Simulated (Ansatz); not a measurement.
Compare A (`[CH3][GeH2][CH2]N`) with its isomer B (`C[CH2][GeH2][NH2]`).

Computed with Ansatz on PBE0-D4/def2-TZVP structures; ΔE is electronic, products minus reactants. CCSD(T)/CBS adds triple-zeta CCSD(T) − MP2 to the extrapolated MP2 energy (def2 sets, frozen cores). DFT in def2-TZVPP. B3LYP here is the variant with VWN-RPA as its local correlation; programs differ in this. For Ge outer-core shells are correlated without core-valence functions, which leaves a few kJ/mol of doubt a bond. Scalar relativity is left out up to krypton. Each species was taken in one conformer, which may not be the lowest.

**Question.** Which is lower in electronic energy at CCSD(T)/CBS, and by how much? (An estimate is asked.)

**Answer.** Ansatz gave: B, by 13.5 kcal/mol.

**Question.** Give E(B) − E(A) in kcal/mol with CCSD(T)/def2-TZVPP, r2SCAN-D4, B3LYP-D4, ωB97M-V, CCSD/def2-TZVPP, HF/def2-TZVPP, B3LYP. (Estimate.)

**Answer.** Ansatz gave: CCSD(T)/def2-TZVPP -13.4, r2SCAN-D4 -13.1, B3LYP-D4 -12.9, ωB97M-V -13.0, CCSD/def2-TZVPP -13.4, HF/def2-TZVPP -14.2, B3LYP -12.6. None reverses the order clearly.

Largest T1 diagnostic: 0.010.
